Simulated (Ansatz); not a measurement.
A made-up structure of H₂SeO₂, singlet:

| atom | x (Å) | y (Å) | z (Å) |
| --- | --- | --- | --- |
| O1 | -1.1285 | 0.3694 | -0.6968 |
| Se2 | 1.2281 | -0.3939 | 0.4844 |
| O3 | -0.4259 | 0.1058 | 0.9192 |
| H4 | -1.4164 | -0.4863 | -1.0332 |
| H5 | 2.0346 | 0.8584 | 0.2367 |

It is relaxed with PBE-D4/def2-SVP and then PBE0-D4/def2-TZVP (Ansatz 0.2.0). Atoms count as bonded within 1.22 times the sum of their covalent radii (H–H: 0.88 Å). The end point is not checked to be a true minimum.

Question: Does its bonding change? (Judge from chemistry; the calculation decides.)

Answer: By the calculation: Yes. Formed: O1–O3; broken: none.

Where it ends: The first stage lowers the energy by 0.69 eV in 8 steps. It ends as H₂SeO₂ ([OH][O][SeH]):
```xyz
5
angstrom
O -0.9881 0.3693 -0.6651
Se 1.2877 -0.4559 0.4901
O -0.4186 0.1084 0.6199
H -1.4672 -0.4530 -0.8363
H 1.8780 0.8845 0.3016
```

Labels in which every atom is bracketed show which atoms are joined, not bond orders.

For scale, one of the runs: PBE0-D4/def2-TZVP relaxation, 122 basis functions, launched by `ansatz run in.yaml --threads 2 --pin off --events-out ev --progress --plain --max-ram 4352MiB`. The run took about 15 s on 2 CPU threads of an Arm Neoverse V2 (shared host).
